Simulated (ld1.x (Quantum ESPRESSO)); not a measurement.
Transferability test, TM potential for carbon (C)

- Element: C
- Generator: ld1.x (Quantum ESPRESSO) 7.5
- Type: norm-conserving Troullier–Martins (Kleinman–Bylander form)
- Functional: BLYP
- Relativity: scalar-relativistic
- Frozen core: [He]
- Valence charge: 4
- Reference configuration: 2s2 2p2
- Partial waves: 2p (bound): rc 2.45 bohr; 3d channel at 0.05 Ry: rc 2.50 bohr; 2s (bound): rc 0.80 bohr
- Local potential: the s channel
- Core correction: a·sin(br)/r model core, default radius (core density twice the valence density)

Energies are relative to the spin-unpolarised reference configuration 2s2 2p2; without spin polarisation the order of configurations can differ from experiment.

(1) Give the all-electron excitation energy and the error of the potential for: 2s2 2p1; 2s2 2p0; 2s1 2p0; 2s1 2p2; 2s1 2p3; 2s2 2p2.3; 2s0 2p4.

Results:

(1)

```csv
valence configuration,charge,ΔE all-electron (eV),error AE − PS (meV)
2s2 2p1,+1,10.829,+70
2s2 2p0,+2,35.005,+632
2s1 2p0,+3,83.159,+1232
2s1 2p2,+1,19.474,-77
2s1 2p3,0,8.389,-12
2s2 2p2.3,-0.3,-1.144,+1.0
2s0 2p4,0,16.809,-43
```
